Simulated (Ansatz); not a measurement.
`[SiH3][SiH2][TeH]` and `S[SiH2][TeH]` differ in one atom or group.

Ansatz, PBE0-D4/def2-TZVP geometries, multiplicity 1. Each molecule was computed in one conformer, which needn't be the lowest.

Elements past krypton have def2 core potentials.  Spin–orbit coupling is left out; it splits and shifts lone-pair levels of the heavy atoms by tenths of an eV.

```json
{"property": "size of the dipole moment (ωB97M-V/def2-TZVPP) / D", "`[SiH3][SiH2][TeH]`": "0.65"}
{"property": "LUMO energy (ωB97M-V/def2-TZVPP) / eV", "`[SiH3][SiH2][TeH]`": "0.90"}
{"property": "HOMO–LUMO gap (PBE/def2-TZVPP) / eV", "`[SiH3][SiH2][TeH]`": "3.92"}
{"property": "size of the dipole moment (PBE/def2-TZVPP) / D", "`[SiH3][SiH2][TeH]`": "0.50"}
{"property": "HOMO energy (ωB97M-V/def2-TZVPP) / eV", "`[SiH3][SiH2][TeH]`": "-8.62"}
{"property": "HOMO–LUMO gap (B3LYP/def2-TZVPP) / eV", "`[SiH3][SiH2][TeH]`": "5.30"}
```

(1) What does the change do to each property? (Estimate.)

Results:

(1) Computed: 
```json
{"property": "size of the dipole moment (ωB97M-V/def2-TZVPP) / D", "`S[SiH2][TeH]`": "0.84", "shift": "0.19"}
{"property": "LUMO energy (ωB97M-V/def2-TZVPP) / eV", "`S[SiH2][TeH]`": "0.85", "shift": "-0.05"}
{"property": "HOMO–LUMO gap (PBE/def2-TZVPP) / eV", "`S[SiH2][TeH]`": "3.90", "shift": "-0.02"}
{"property": "size of the dipole moment (PBE/def2-TZVPP) / D", "`S[SiH2][TeH]`": "0.81", "shift": "0.31"}
{"property": "HOMO energy (ωB97M-V/def2-TZVPP) / eV", "`S[SiH2][TeH]`": "-8.71", "shift": "-0.09"}
{"property": "HOMO–LUMO gap (B3LYP/def2-TZVPP) / eV", "`S[SiH2][TeH]`": "5.28", "shift": "-0.02"}
```

The zero-point energy changes by -38.6 kJ/mol with -6 modes. Dipoles are sizes alone; their direction can turn.

B3LYP here is the variant with VWN-RPA as its local correlation; programs differ in this.
